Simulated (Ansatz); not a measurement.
Species: H4BN2O (charge 0, doublet). SMILES: [NH]B(N)O
Geometry: optimised at B3LYP-D3(BJ)/def2-TZVP (Ansatz, a program for electronic structure).

Property: size of the dipole moment, in D. Conventions: no dispersion term unless named; 6-31G* and kin with 6d, 5d where marked; spin-orbit terms left out; UHF or UKS for open shells; non-relativistic; LANL2DZ all-electron up to Ne; 6-311+G** with 5d. Ab initio and DFT rows: single points at B3LYP-D3(BJ) geometries (Ansatz).

```tsv
level	program	size of the dipole moment (D)
B3LYP/STO-3G	Ansatz	1.17
B3LYP/3-21G	Ansatz	1.59
B3LYP/LANL2DZ	Ansatz	1.90
B3LYP/6-31G	Ansatz	1.75
B3LYP/6-31G*	Ansatz	1.50
B3LYP/6-31+G*	Ansatz	1.64
B3LYP/6-31G**	Ansatz	1.47
B3LYP/def2-SVP	Ansatz	1.49
B3LYP/cc-pVDZ	Ansatz	1.42
B3LYP/6-311+G**	Ansatz	1.57
```

No value to compare with is used here. The 10 habitual levels span 1.17 (B3LYP/STO-3G) to 1.90 D (B3LYP/LANL2DZ).

The sets are all those run for this method; left out are runs that failed, that the program found above a lower state of the same kind, or whose <S^2> lies over 0.5 above the pure value.
